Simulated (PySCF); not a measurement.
Bi(H)2(Me), SMILES [CH3][BiH2] (CH₅Bi) at its B3LYP/def2-SVP optimised geometry (Å):

```
7

Bi    -0.9010    -0.9056     0.0000
H     -0.9101     0.9056     0.0000
H      0.9101    -0.9056     0.0000
C     -1.0072    -1.0122    -2.3021
H     -0.7594    -2.0369    -2.6120
H     -0.2993    -0.3009    -2.7446
H     -2.0331    -0.7694    -2.6120
```

Method: PySCF with B3LYP/def2-TZVP, def2 effective core potentials past Kr. The core electrons that the potentials of Bi replace are not part of the density. Cells within 0.4 Å of a nucleus heavier than hydrogen are left out (blank, or x).

Map of the Laplacian of the electron density (e/bohr⁵), clipped to [-1.50, 1.50] on the plane z = 0.0 Å:

```
|5555555555555555555555555555555|
|5555555555555555555555555555555|
|5555555555555555555555555555555|
|5555555555555555555555555555555|
|5555555555555555555555555555555|
|5555555555555555555555555555555|
|5555555555555555555555555555555|
|5555555555555555555555555555555|
|5555555555555555555555555555555|
|5555555555445555555555555555555|
|5555555554004555555555555555555|
|5555555543004455555555555555555|
|5555555544334555555555555555555|
|5555555554444555555555555555555|
|5555555555555555555555555555555|
|5555555567887655555555555555555|
|5555555699999965555555555555555|
|5555556999009996555455555555555|
|5555557990xx0997544445555555555|
|555555890xxxx098543004555555555|
|555555890xxxx098543004555555555|
|5555557990xx0997544345555555555|
|5555556999009996554455555555555|
|5555555699999965555555555555555|
|5555555567887655555555555555555|
|5555555555555555555555555555555|
|5555555555555555555555555555555|
|5555555555555555555555555555555|
|5555555555555555555555555555555|
|5555555555555555555555555555555|
|5555555555555555555555555555555|
```
Scale: ten equal steps from -1.50 (start of '0') to 1.50 (end of '9'), in the order '0123456789'; x runs from -3.00 to 3.00, y from -3.00 (bottom) to 3.00 (top).
